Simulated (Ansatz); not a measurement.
One change: `[F][Sn]([F])([Cl])[I]` becomes `[F][Sn]([F])([I])[I]`.

Ansatz, PBE0-D4/def2-TZVP geometries, multiplicity 1. 

Elements past krypton have def2 core potentials.

```tsv
property	`[F][Sn]([F])([Cl])[I]`
zero-point energy (PBE0-D4/def2-TZVP) / kJ/mol	15.4
LUMO energy (ωB97M-V/def2-TZVPP) / eV	-1.40
ideal-gas entropy at 298 K and 1 bar (rigid rotor, harmonic PBE0-D4/def2-TZVP) / J/(mol·K)	387
HOMO energy (PBE0/def2-TZVPP) / eV	-8.88
HOMO–LUMO gap (PBE0/def2-TZVPP) / eV	5.48
HOMO energy (ωB97M-V/def2-TZVPP) / eV	-11.02
```

(1) What does the change do to each property? (An estimate is asked.)

Answers

(1) The calculation gave: 
```json
{"property": "zero-point energy (PBE0-D4/def2-TZVP) / kJ/mol", "`[F][Sn]([F])([I])[I]`": "13.8", "shift": "-1.6"}
{"property": "LUMO energy (ωB97M-V/def2-TZVPP) / eV", "`[F][Sn]([F])([I])[I]`": "-1.60", "shift": "-0.20"}
{"property": "ideal-gas entropy at 298 K and 1 bar (rigid rotor, harmonic PBE0-D4/def2-TZVP) / J/(mol·K)", "`[F][Sn]([F])([I])[I]`": "402", "shift": "15"}
{"property": "HOMO energy (PBE0/def2-TZVPP) / eV", "`[F][Sn]([F])([I])[I]`": "-8.50", "shift": "0.38"}
{"property": "HOMO–LUMO gap (PBE0/def2-TZVPP) / eV", "`[F][Sn]([F])([I])[I]`": "5.01", "shift": "-0.47"}
{"property": "HOMO energy (ωB97M-V/def2-TZVPP) / eV", "`[F][Sn]([F])([I])[I]`": "-10.60", "shift": "0.42"}
```

With PBE0 the HOMO rises by 0.38 eV and the LUMO falls by 0.09 eV, so the gap narrows by about 0.47 eV. PBE moves the HOMO by 0.34 eV and ωB97M-V by 0.42 eV. Modes under 60 cm⁻¹, often nearly free rotors, make the harmonic entropy too high.

Spin–orbit coupling is left out; it splits and shifts lone-pair levels of the heavy atoms by tenths of an eV.
